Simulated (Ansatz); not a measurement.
BH₈NO₃Si, SMILES `O[B-](O)(O)[NH2+][SiH3]`. Charge 0, multiplicity 1. The structure was optimised at the PBE0-D4/def2-TZVP level. It is one conformer, not always the lowest.

```xyz
14

O     1.801   -0.788   -0.395
B     0.402   -0.664   -0.602
O    -0.318   -1.434    0.385
O    -0.093   -0.728   -1.949
N    -0.023    0.940   -0.169
Si   -0.662    0.866    1.516
H     2.287   -0.510   -1.172
H    -1.137   -1.762    0.011
H     0.166   -1.549   -2.371
H     0.785    1.548   -0.254
H    -0.717    1.267   -0.836
H    -2.036    0.326    1.503
H    -0.760    2.296    1.936
H     0.305    0.193    2.398
```

(1) What is the dipole moment at B3LYP/def2-TZVPP? (Best estimate.)

(2) And with PBE, r2SCAN, ωB97M-V? (An estimate is asked.)

(3) Give the Mulliken charges with B3LYP, r2SCAN, ωB97M-V in def2-TZVPP. (Best estimate.)

Answers

(1) The calculation gave: 2.99 D, with components (-1.08, 2.45, -1.32) D in this frame, pointing from negative to positive charge.

(2) Ansatz gave: PBE 2.88 D, r2SCAN 2.96 D, ωB97M-V 3.00 D.

(3) Computed: 
| atom | B3LYP | r2SCAN | ωB97M-V |
| --- | --- | --- | --- |
| O1 | -0.37 | -0.40 | -0.36 |
| B2 | 0.32 | 0.32 | 0.28 |
| O3 | -0.41 | -0.42 | -0.39 |
| O4 | -0.42 | -0.44 | -0.40 |
| N5 | -0.14 | -0.12 | -0.12 |
| Si6 | 0.33 | 0.33 | 0.21 |
| H7 | 0.17 | 0.19 | 0.16 |
| H8 | 0.19 | 0.21 | 0.18 |
| H9 | 0.18 | 0.20 | 0.18 |
| H10 | 0.14 | 0.14 | 0.13 |
| H11 | 0.15 | 0.16 | 0.14 |
| H12 | -0.05 | -0.06 | -0.01 |
| H13 | -0.09 | -0.09 | -0.04 |
| H14 | -0.01 | -0.02 | 0.03 |

B3LYP here is the variant with VWN-RPA as its local correlation; programs differ in this.
